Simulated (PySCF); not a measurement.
# Shifts of the heteroatoms

Cartesian coordinates in Å; atom numbers follow the order of the lines, from 1:
```xyz
8

F     1.2171   -0.0986   -1.4826
C     0.9319   -0.0740   -0.1687
F     1.6128    0.9589    0.3597
F     1.4478   -1.1963    0.3640
Si   -0.9673    0.0721    0.1606
H    -1.4412    1.2941   -0.5272
H    -1.6051   -1.1451   -0.3896
H    -1.1508    0.1671    1.6261
```

- geometry from PBE0-D3(BJ)/def2-TZVP
- shielding tensors at B97-2/pcSseg-2 (GIAO)
- run in PySCF 2.14
- one conformer, non-relativistic Hamiltonian, no solvent model, equivalent nuclei averaged

(1) What are the 19F shifts?

(2) Where does 29Si resonate?

## Answers

(1) 
```csv
atoms,environment,σ (ppm),δ (ppm)
F1/F3/F4,fluorine of a CF3 group,242.9,-57.6
```

Shieldings were converted by a linear fit to measured shifts: 19F (scatter 4.2 ppm rms, 5.7 ppm with the 8 outliers that the fit left out vs CFCl3, solution or neat liquid, with a term for F on sp3 carbon). A few per cent of atoms miss by over 2 rms, more outside the fitted compound classes.

On a 500 MHz spectrometer 19F resonates near 470.5 MHz, so 1 ppm is 470.5 Hz.

(2) 
```csv
atoms,environment,σ (ppm),δ (ppm)
Si5,"silicon bonded to C, 3 H",417.5,-70.2
```

Shieldings were converted by a linear fit to measured shifts: 29Si (scatter 6.0 ppm rms, 28.9 ppm with the 5 outliers that the fit left out vs TMS, solution or neat liquid). A few per cent of atoms miss by over 2 rms, more outside the fitted compound classes.

On a 400 MHz spectrometer 29Si resonates near 79.5 MHz, so 1 ppm is 79.5 Hz.
